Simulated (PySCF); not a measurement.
B(F)(Me)(Et), SMILES CCB(C)F (PBE0/def2-SVP optimised geometry):

```
13

B      0.232     0.784     0.000
F      1.571     0.784     0.000
C     -0.473     2.185     0.000
H     -0.139     2.772    -0.872
H     -0.155     2.760     0.887
H     -1.571     2.137    -0.009
C     -0.515    -0.598    -0.005
C      0.343    -1.855     0.028
H     -1.175    -0.588    -0.894
H     -1.231    -0.577     0.839
H      0.968    -1.893     0.934
H      1.030    -1.896    -0.832
H     -0.265    -2.772     0.008
```

Calculation: PBE0/def2-TZVP (PySCF 2.14.0).

Question: What are the frontier orbital energies and the dipole moment?

Answer: HOMO-2 -9.87 eV, HOMO-1 -9.64 eV, HOMO -8.35 eV, LUMO 0.10 eV, LUMO+1 0.77 eV; dipole moment 1.32 D.

On the same geometry PySCF with PBE/def2-TZVP gives HOMO-2 -8.38 eV, HOMO-1 -8.22 eV, HOMO -6.89 eV, LUMO -0.95 eV, LUMO+1 0.05 eV; dipole moment 1.22 D.

Meta-Löwdin charges at PBE0/def2-TZVP: B1 0.47, F2 -0.30, C3 -0.49, H4 0.14, H5 0.14, H6 0.12, C7 -0.34, C8 -0.33, H9 0.13, H10 0.13, H11 0.11, H12 0.11, H13 0.11.
